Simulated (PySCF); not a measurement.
Fractional electron number in Re (rhenium, neutral)

The 6s beta orbital of [Xe] 4f14 5d5 6s2 is emptied in steps (occupation f), with all orbitals relaxed, ending at [Xe] 4f14 5d5 6s1. Computed with PySCF 2.14 in def2-SVP with the def2 core potential (60 electrons) (6s3p2d1f, 32 functions), with a scalar-relativistic core potential. The exact energy is a straight line in f; departures are measured from the line between the end points of the same method.

| f | HSE06 (eV) |
| --- | --- |
| 1 | 0.000 |
| 0.8 | -0.380 |
| 0.6 | -0.571 |
| 0.4 | -0.575 |
| 0.2 | -0.381 |
| 0 | 0.000 |

```csv
method,E(f=0) − E(f=1) (eV),−ε at f=1 (eV),−ε at f=0.4 (eV)
HSE06,7.370,4.990,7.831
```

Orbital energy along the path (eV):

| f | HSE06 |
| --- | --- |
| 1 | -4.990 |
| 0.8 | -5.944 |
| 0.6 | -6.882 |
| 0.4 | -7.831 |
| 0.2 | -8.858 |
| 0 | -9.338 |

Reference removal energy between the ground levels: 7.834 eV (measured; NIST Atomic Spectra Database, ionization energies).
